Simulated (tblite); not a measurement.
Species: C6H5FGeO2.
SMILES with atom numbers: `[F:1][C:2]1=[C:3]([c:4]2[cH:5][cH:6][cH:7][o:8]2)[O:9][GeH2:10]1` (hydrogens: H11 on C5; H12 on C6; H13 on C7; H14, H15 on Ge10)

Computed with GFN2-xTB (tblite), gas phase: L-BFGS steps from a force-field or distance-geometry start until the largest atomic force falls under 0.01 eV/Å.

Step 9: E = -820.0316 eV
```
atom  x, y, z in Å  |  force x, y, z in eV/Å
F1      1.1734   -1.0284   -2.2168   -0.112   0.007   0.044
C2      1.5515   -0.4451   -1.0674    0.206  -0.029  -0.105
C3      0.8222   -0.0048   -0.0251    0.069   0.068   0.108
C4     -0.5796    0.0057    0.2456    0.075  -0.030  -0.012
C5     -1.2985    0.4600    1.3279   -0.103   0.014   0.011
C6     -2.6512    0.1976    1.0228    0.014  -0.077  -0.154
C7     -2.6501   -0.3927   -0.2084    0.030   0.009   0.031
O8     -1.4100   -0.5153   -0.6848    0.061   0.072   0.091
O9      1.6965    0.5198    0.9050    0.035   0.052   0.120
Ge10    3.1803    0.1306   -0.1626    0.181  -0.111  -0.301
H11    -0.9103    0.9204    2.2167    0.021  -0.065  -0.139
H12    -3.5146    0.4073    1.6173    0.005   0.043   0.086
H13    -3.4230   -0.7639   -0.8443   -0.245  -0.025  -0.004
H14     3.9070    1.4021   -0.5968   -0.109  -0.127   0.190
H15     4.1021   -0.8854    0.5063   -0.129   0.200   0.035
```

Step 10: E = -820.0428 eV
```
atom  x, y, z in Å  |  force x, y, z in eV/Å
F1      1.1575   -1.0322   -2.2219   -0.068   0.076   0.181
C2      1.5432   -0.4479   -1.0716    0.321  -0.023  -0.117
C3      0.8259   -0.0033   -0.0222    0.032   0.029   0.031
C4     -0.5769    0.0065    0.2466    0.011  -0.022   0.022
C5     -1.2991    0.4595    1.3272   -0.076  -0.019  -0.067
C6     -2.6509    0.1963    1.0202   -0.022  -0.015  -0.016
C7     -2.6509   -0.3932   -0.2091    0.028  -0.047  -0.091
O8     -1.4081   -0.5143   -0.6830    0.039   0.033   0.016
O9      1.7063    0.5191    0.9013   -0.014   0.039   0.097
Ge10    3.1859    0.1282   -0.1716   -0.052  -0.189  -0.321
H11    -0.9070    0.9181    2.2112    0.030  -0.013  -0.032
H12    -3.5109    0.4090    1.6200    0.009   0.028   0.055
H13    -3.4271   -0.7652   -0.8467   -0.131   0.018   0.066
H14     3.9070    1.3954   -0.5780   -0.041   0.012   0.108
H15     4.1008   -0.8679    0.5133   -0.064   0.092   0.065
```

**Question.** Estimate the geometry and energy of step 11. (The exact step hangs on the optimiser's Hessian estimate; all steps are aligned on step 10, rigid shifts and turns removed.)

**Answer.** E = -820.0503 eV, largest force 0.340 eV/Å
```
atom  x, y, z in Å  |  force x, y, z in eV/Å
F1      1.1441   -1.0337   -2.2227   -0.035   0.081   0.185
C2      1.5420   -0.4503   -1.0762    0.212   0.042   0.036
C3      0.8295   -0.0021   -0.0205    0.058  -0.023  -0.075
C4     -0.5746    0.0069    0.2482    0.006  -0.045  -0.048
C5     -1.3002    0.4587    1.3251   -0.048   0.013   0.009
C6     -2.6516    0.1956    1.0191   -0.005  -0.040  -0.076
C7     -2.6513   -0.3949   -0.2118    0.055   0.006   0.006
O8     -1.4062   -0.5131   -0.6818    0.012  -0.011  -0.055
O9      1.7120    0.5189    0.8998   -0.016   0.003   0.021
Ge10    3.1891    0.1231   -0.1836   -0.151  -0.179  -0.246
H11    -0.9039    0.9164    2.2072    0.012   0.000  -0.001
H12    -3.5080    0.4106    1.6225   -0.013   0.021   0.046
H13    -3.4314   -0.7658   -0.8471   -0.071   0.025   0.072
H14     3.9067    1.3911   -0.5623    0.000   0.100   0.044
H15     4.0992   -0.8535    0.5198   -0.017   0.006   0.081
```

The energy changes by -0.0075 eV. The first-order estimate −F·Δx gives -0.0107 eV and the mean of the old and new forces, exact on a quadratic surface, -0.0075 eV. The step makes an angle of 59° with the force vector and moves no atom by more than 0.016 Å.

The cost below is that of the whole relaxation. Hardware: an Intel Xeon at 2.50 GHz with one thread, shared host with 64 logical CPUs at a one-minute load of 61. Cost: 1.0 s wall.
